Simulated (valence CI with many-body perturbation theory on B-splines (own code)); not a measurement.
## Zr²⁷⁺: electric-dipole lines

Computed by valence CI with perturbative core correlation (CI+MBPT): three valence electrons over a frozen Dirac-Fock core [Ne], a basis of 11 s, 11 p, 9 d, 7 f, 5 g, 2 h, 1 i functions for each j, with the one-electron correlation potential Σ1, the two-electron term Σ2, the three-electron term Σ3, Breit, model QED; selected CI, second order for the rest (own B-spline code, finite nucleus).

The last digits are not significant, and no measured levels were compared; by estimate large intervals hold to a few tenths of a per cent, small ones and those within an open d or f shell to about a per cent.

Lines 101 to 150 of 280 in falling wavelength, among levels below 2460100 cm⁻¹, chosen from the strongest by gf and those to the six lowest levels. Wavelengths and rates use the calculated energies. Electric multipoles are in the length gauge, E1 and E2 with the static RPA response of the core. Weak lines are less certain than strong ones. Lines between different terms over intervals too small for the method are left out, as are lines whose strength nearly cancels. Where a level lies close to another of its J and parity, the split of strength between their lines is uncertain. The highest levels of a list are the least certain.

Names give the largest LS component (configuration and term), which can be under half, so a name can repeat, a term be missing and a line seem to break the LS rules; names also repeat where a configuration has a term twice. Letters in brackets count levels of one name in rising energy.

```tsv
λ vac (Å)	Upper	Lower	A (s⁻¹)	S (a.u.)
127.5	3p2.3d 2F_7/2 [a]	3p3 2D°_5/2	1.55e+10	1.26e-01
127.3	3p2.3d 2P_3/2 [a]	3p3 2D°_5/2	2.49e+10	1.01e-01
126.5	3p2.3d 4P_3/2 [b]	3p3 2P°_3/2	1.95e+10	7.79e-02
126.0	3p2.3d 4D_1/2	3s.3p.3d 4F°_3/2	4.68e+10	9.26e-02
125.9	3p2.3d 2G_9/2	3s.3p.3d 4F°_9/2	2.20e+10	2.17e-01
125.6	3p2.3d 2F_7/2 [b]	3s.3p.3d 2D°_5/2 [a]	1.90e+10	1.48e-01
125.3	3p2.3d 4D_3/2	3s.3p.3d 4F°_5/2	2.20e+10	8.53e-02
125.2	3s.3p.3d 2P°_1/2 [b]	3s2.3d 2D_3/2	2.32e+10	4.49e-02
125.0	3p2.3d 2F_5/2 [b]	3p3 2P°_3/2	1.22e+10	7.06e-02
124.9	3p3 4S°_3/2	3s.3p2 4P_3/2	2.78e+10	1.07e-01
124.9	3s.3p.3d 4D°_7/2	3s.3p2 2D_5/2	8.53e+09	6.56e-02
124.8	3p2.3d 4D_5/2	3s.3p.3d 4F°_5/2	2.44e+10	1.41e-01
124.5	3s.3p.3d 2P°_3/2 [a]	3s2.3d 2D_5/2	6.51e+10	2.48e-01
124.3	3s.3p.3d 4P°_3/2 [b]	3s.3p2 2P_1/2	1.41e+10	5.34e-02
124.2	3p2.3d 2G_7/2	3s.3p.3d 4F°_7/2	6.12e+09	4.63e-02
124.0	3s.3p.3d 4P°_3/2 [a]	3s.3p2 2D_5/2	1.08e+10	4.08e-02
124.0	3s.3p2 2P_3/2	3s2.3p 2P°_3/2	6.06e+10	2.28e-01
124.0	3s.3p2 2P_1/2	3s2.3p 2P°_1/2	9.22e+10	1.73e-01
123.9	3s.3p2 2S_1/2	3s2.3p 2P°_3/2	6.79e+10	1.28e-01
123.4	3s.3p.3d 2D°_5/2 [b]	3s2.3d 2D_5/2	6.64e+10	3.69e-01
122.7	3s.3d2 4F_5/2	3s.3p.3d 4P°_3/2 [a]	9.75e+09	5.33e-02
122.6	3s.3p.3d 4F°_7/2	3s.3p2 4P_5/2	8.61e+09	6.26e-02
122.3	3p2.3d 4D_3/2	3p3 4S°_3/2	2.41e+10	8.70e-02
122.1	3s.3p.3d 2P°_3/2 [b]	3s2.3d 2D_5/2	2.06e+10	7.42e-02
121.9	3s.3d2 4F_5/2	3s.3p.3d 4D°_5/2	7.23e+09	3.88e-02
121.9	3s.3p.3d 4F°_5/2	3s.3p2 4P_3/2	4.16e+09	2.23e-02
121.0	3s.3p.3d 2D°_5/2 [b]	3s2.3d 2D_3/2	2.44e+10	1.28e-01
120.6	3p2.3d 2P_1/2 [a]	3p3 2P°_1/2	2.60e+10	4.51e-02
120.0	3s.3p.3d 2F°_5/2 [b]	3s.3p2 2P_3/2	4.29e+10	2.19e-01
119.8	3s.3d2 4F_7/2	3s.3p.3d 4D°_5/2	3.43e+10	2.33e-01
119.8	3s.3p.3d 2P°_1/2 [a]	3s.3p2 2S_1/2	5.01e+10	8.50e-02
119.8	3s.3p.3d 2P°_3/2 [b]	3s2.3d 2D_3/2	1.12e+11	3.78e-01
119.3	3p2.3d 4D_7/2	3s.3p.3d 4P°_5/2	9.79e+09	6.56e-02
119.0	3p2.3d 2P_3/2 [b]	3s.3p.3d 4P°_3/2 [b]	1.78e+10	5.92e-02
118.8	3p2.3d 2D_3/2	3p3 2P°_1/2	1.69e+10	5.59e-02
118.6	3s.3p.3d 4P°_5/2	3s.3p2 4P_5/2	1.38e+10	6.79e-02
118.5	3s.3p.3d 4D°_3/2	3s.3p2 4P_5/2	7.32e+08	2.40e-03
118.4	3p2.3d 2S_1/2	3s.3p.3d 4P°_3/2 [a]	3.18e+10	5.21e-02
118.4	3p3 2P°_3/2	3s.3p2 2D_3/2	7.71e+08	2.53e-03
118.3	3p2.3d 2P_3/2 [b]	3s.3p.3d 4P°_3/2 [a]	1.77e+10	5.79e-02
118.2	3p2.3d 4D_5/2	3s.3p.3d 4F°_3/2	8.70e+09	4.26e-02
118.2	3s.3d2 4F_5/2	3p3 2P°_3/2	9.75e+09	4.76e-02
118.1	3s.3p.3d 2F°_5/2 [a]	3s.3p2 2D_3/2	4.73e+10	2.31e-01
117.8	3p2.3d 2F_7/2 [b]	3s.3p.3d 4D°_5/2	9.51e+09	6.14e-02
117.4	3p2.3d 2P_1/2 [b]	3p3 2P°_1/2	3.18e+10	5.09e-02
117.1	3s.3d2 4F_9/2	3s.3p.3d 4D°_7/2	6.47e+10	5.13e-01
117.1	3s.3p.3d 2D°_5/2 [a]	3s.3p2 2D_5/2	6.77e+10	3.22e-01
116.3	3p2.3d 2D_5/2 [a]	3p3 4S°_3/2	1.45e+10	6.78e-02
115.7	3s.3p.3d 2P°_1/2 [b]	3s.3p2 2S_1/2	3.71e+10	5.66e-02
115.6	3s.3p.3d 2P°_1/2 [b]	3s.3p2 2P_3/2	7.50e+10	1.14e-01
```
